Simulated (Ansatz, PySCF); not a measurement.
Caution: the highest occupied level lies above zero, so the state may not be bound. This triplet is an excited state, 0.90 eV above the relaxed singlet at the level frozen-core CCSD(T)/aug-cc-pVDZ // PBE0-D3(BJ)/def2-TZVPD (Ansatz, an electronic-structure program).

# C₂H₆Al, SMILES `[CH3][Al-][CH3]` (excited triplet) (charge -1, multiplicity 3)

Calculation: PBE0-D3(BJ)/def2-TZVPD (PySCF 2.14.0).

* **highest occupied spin orbital**: 1.72 eV
* **total energy**: -322.0348 Ha
* **cost**: around 100 core-seconds (rough)

```xyz
9

C      1.6967     0.2290     0.0556
Al    -0.0429     0.1516     1.0901
C     -1.6983    -0.2235    -0.0150
H      1.9029    -0.7221    -0.4516
H      1.6735     1.0189    -0.7060
H      2.5432     0.4375     0.7190
H     -2.5957    -0.2509     0.6127
H     -1.6257    -1.1912    -0.5275
H     -1.8537     0.5506    -0.7772
```
Charge -1, spin multiplicity 3.
